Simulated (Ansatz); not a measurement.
C2H10BNSi (`BN(C)[SiH2]C`). Total charge 0; spin multiplicity 1. Geometry: relaxed with PBE0-D4/def2-TZVP. It is one conformer, not always the lowest.

```xyz
15

B     0.805   -1.753   -0.827
N     0.576   -0.630   -0.031
C     1.664    0.251    0.376
Si   -1.029   -0.193    0.530
C    -1.599    1.414   -0.226
H     1.923   -2.003   -1.186
H    -0.119   -2.447   -1.141
H     1.534    1.260   -0.029
H     2.614   -0.142    0.012
H     1.717    0.333    1.466
H    -1.951   -1.300    0.186
H    -0.961   -0.033    2.011
H    -2.595    1.672    0.144
H    -1.650    1.335   -1.314
H    -0.928    2.238    0.028
```

Q: What is the dipole moment at PBE/def2-TZVPP? (Best estimate.)

A: The calculation gave: 2.08 D, with components (-0.08, 2.01, 0.54) D in this frame, pointing from negative to positive charge.

Q: And with r2SCAN, B3LYP, ωB97M-V? (Estimate.)

A: Ansatz gave: r2SCAN 2.02 D, B3LYP 1.94 D, ωB97M-V 1.93 D.

Q: Give the Mulliken charges with PBE, r2SCAN, B3LYP in def2-TZVPP. (Best estimate.)

A: The calculation gave: 
| atom | PBE | r2SCAN | B3LYP |
| --- | --- | --- | --- |
| B1 | -0.16 | -0.06 | -0.14 |
| N2 | -0.03 | -0.16 | -0.13 |
| C3 | -0.20 | -0.09 | -0.20 |
| Si4 | 0.29 | 0.38 | 0.38 |
| C5 | -0.37 | -0.30 | -0.38 |
| H6 | -0.01 | -0.03 | 0.00 |
| H7 | 0.00 | -0.01 | 0.01 |
| H8 | 0.10 | 0.06 | 0.10 |
| H9 | 0.09 | 0.06 | 0.10 |
| H10 | 0.11 | 0.07 | 0.11 |
| H11 | -0.06 | -0.07 | -0.07 |
| H12 | -0.07 | -0.08 | -0.08 |
| H13 | 0.11 | 0.07 | 0.10 |
| H14 | 0.11 | 0.08 | 0.11 |
| H15 | 0.10 | 0.07 | 0.10 |

B3LYP here is the variant with VWN-RPA as its local correlation; programs differ in this.
